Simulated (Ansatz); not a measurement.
Cartesian coordinates in Å:
```
N 0.825 -1.170 1.968
Si -0.317 -0.779 0.753
C 0.286 0.082 -0.790
Al -0.817 1.335 -1.836
Cl 1.058 1.723 -0.339
H 1.125 -0.475 2.631
H 1.532 -1.871 1.823
H -0.916 -2.042 0.241
H -1.332 0.102 1.380
H 1.062 -0.448 -1.344
H -2.138 1.892 -1.169
H -0.369 1.652 -3.320
```

The species carries charge 0 and has multiplicity 1. The bonds changed during the relaxation, so this is another structure than the one it started from.

Problem. List the r2SCAN/def2-TZVPP orbital energies in eV (Ansatz 0.2.0). (Best estimate.)

Solution. Computed: Occupied: -2754.25, -1791.15, -1516.78, -384.93, -273.96, -255.58, -194.17, -193.99, -193.94, -141.55, -110.29, -96.41, -96.41, -96.39, -70.64, -70.43, -70.38, -22.73, -22.31, -17.07, -13.57, -12.74, -11.75, -10.78, -10.62, -9.36, -8.81, -8.50, -7.89, -7.32, -7.25, -6.26. Lowest empty: -1.44, -0.77, 0.11, 0.74, 1.20, 1.64, 1.76, 1.92.
